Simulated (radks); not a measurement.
The numbers below are computed, except where a source is named.
Excited configurations of Ag I: one electron is placed in a higher orbital outside [Kr] 4d10. The ground configuration is [Kr] 4d10 5s1. Level of theory: Dirac Kohn-Sham, PBE, spin-unpolarised, spherical densities, finite nucleus; open shells fill j = l - 1/2 first; Fermi nuclear charge, rms radius 4.5454 fm (a radial shooting solver on a logarithmic mesh with Libxc functionals). Excitation = E - E(ground); binding = E(ion) - E, where the ion is the core of charge +1; n* = 1/sqrt(2 binding) in atomic units, and the quantum defect is n - n*.

outer orbital  excitation (eV)  binding (eV)     n*  <r> (bohr)
4f5/2                    6.851         0.908  3.870       17.46
6s1/2                    5.278         2.481  2.342       8.631
6d3/2                    6.779         0.980  3.726       19.54
7s1/2                    6.455         1.304  3.230       16.70
7p1/2                    6.730         1.029  3.636       20.44
7d3/2                    7.100         0.659  4.544       31.22
7f5/2                    7.420         0.339  6.331       61.82

The Delta-SCF ionisation energy is 7.759 eV (NIST Atomic Spectra Database: 7.576 eV, measured). Self-interaction in the functional shifts the binding energies and quantum defects, so they are the method's values and not measured ones. Spin polarisation and multiplet splitting are left out, so open shells lie too high by an amount that depends on their filling.

Beside tabulated values, note that spin-unpolarised runs miss the spin-polarisation part of the exchange energy of open shells.
